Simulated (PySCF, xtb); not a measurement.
Breaking a bond: AlN, triplet.

Methods: GFN1-xTB (xtb); UMP2 = PySCF with MP2 on UHF/6-31G, 6 core orbitals frozen; ROHF/6-31G (PySCF); UKS-B3LYP/6-311+G** = unrestricted B3LYP/6-311+G**, spherical d (PySCF).

Energies are in eV, each relative to the lowest point of its own curve near equilibrium.

```tsv
R / Å	GFN1-xTB	UMP2	ROHF	UKS-B3LYP/6-311+G**
1.45	2.144	3.572	3.157	2.303
1.52	1.123	2.339	?	1.282
1.60	0.456	1.411	1.054	?
1.67	0.155	0.999	0.544	0.211
1.75	0.014	?	0.198	0.028
1.79	0.000	0.436	?	0.000
1.86	0.037	0.204	0.008	0.019
1.88	0.058	0.152	0.000	0.025
1.95	0.163	0.024	0.018	0.020
2.09	0.464	0.000	0.209	0.115
2.24	?	?	0.542	0.346
2.39	1.267	0.552	0.931	0.632
```

Question: Fill in the missing entries.

Answer: 
- 1.52, ROHF: 1.966
- 1.60, UKS-B3LYP/6-311+G**: 0.563
- 1.75, UMP2: 0.603
- 1.79, ROHF: 0.097
- 2.24, GFN1-xTB: 0.861
- 2.24, UMP2: 0.196

The scan ran from 1.45 to 7.10 Å; beyond the distances shown one of the unrestricted levels run for this scan, shown here or not, changes its spin distribution in one step. The unrestricted determinant behind UMP2 is spin-contaminated at 1.67 to 1.79, 2.24 to 2.39 Å (<S²> up to 2.3, against 2.00 for a pure triplet).
